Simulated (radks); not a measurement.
Effect of the nuclear size on the silicon ion Si2+, [Ne] 3s2. Calculated with a radial shooting solver on a logarithmic mesh with Libxc functionals: Dirac Kohn-Sham, BLYP, spin-unpolarised, spherical densities, finite nucleus; Fermi nuclear charge, rms radius 3.1224 fm. The rms radius is varied about that value; shifts are against it.

rms radius (fm)  total energy shift (eV)  density at nucleus (e/bohr^3)  1s1/2 shift (meV)
2.5916                          -0.00165                           1918             -0.686
2.9694                         -0.000507                           1915             -0.211
3.1224                                 0                           1914              0.000
3.2692                          0.000510                           1912              0.212
3.6782                           0.00205                           1909              0.853

Slopes of the eigenvalues against <r^2> in GHz/fm^2, as finite differences over the two radii next to the reference (eigenvalue slopes, not the field-shift constants of lines): 1s1/2 54.6.
